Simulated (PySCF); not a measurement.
## Assignment exercise: C₂H₉FOSi₃

Atom-mapped SMILES (the numbers label the heavy atoms): `[CH2:1]=[CH:2][SiH2:3][O:4][SiH2:5][SiH2:6][F:7]`; H(Xn) means a hydrogen on atom n. Ha(C1) is cis to Si3; Hb(C1) is trans to Si3.

In vacuum, a single conformation, non-relativistic Hamiltonian, equivalent nuclei averaged. GFN2-xTB geometry; shielding tensors at PBE0/pcSseg-1 (GIAO); PySCF.

Referencing at the same level of theory: $^{13}$C and $^{1}$H vs TMS.

Task: Assign these signals to the numbered atoms. $^{13}$C{$^{1}$H} NMR (computed): δ 143.0 (CH), 141.2 (CH2).

Result: 
| δ (ppm) | atoms | environment | reason |
| --- | --- | --- | --- |
| 143.0 | C2 | alkene CH | an sp2 carbon of a C=C bond |
| 141.2 | C1 | terminal =CH2 carbon | as expected for a trigonal carbon in a double bond |

C2 and C1 lie closer than the usual error of such a calculation, so a measured spectrum could show them in the other order.

Task: Assign these signals to the numbered atoms. $^{1}$H NMR (300 MHz, computed): δ 6.55 (m, 1H), 6.17 (m, 1H), 6.14 (m, 1H), 5.74 (m, 2H), 5.69 (m, 2H), 5.19 (d, 2H).

Result: 
6.55 → Hb(C1), hydrogen on a terminal =CH2 carbon: olefinic region
6.17 → H(C2), hydrogen on an alkene CH: olefinic region
6.14 → Ha(C1), hydrogen on a terminal =CH2 carbon: olefinic region
5.74 → H(Si5), hydrogen on a silicon bonded to O, Si
5.69 → H(Si6), hydrogen on a silicon bonded to F, Si
5.19 → H(Si3), hydrogen on a silicon bonded to C, O

H(C2) and Ha(C1); H(Si5) and H(Si6) lie closer than the usual error of such a calculation, so a measured spectrum could show them in the other order.

Splittings by $^{19}$F in the carbon and heteronuclear signals aren't shown, as no couplings were computed. Shifts are as computed. Against solution values, carbons near 30 ppm lie about +3 ppm off and those near 130 ppm about +5 ppm. Of 1309 compounds with measured shifts, 239 miss one by over three times the rms of a fit or turn the order of signals round; such compounds aren't used in these exercises. No couplings were computed; multiplicities are counted from neighbouring protons, with m where these are inequivalent, close in shift, in a saturated or five-membered ring or joined by F or P, and br s for small geminal =CH2 splittings.
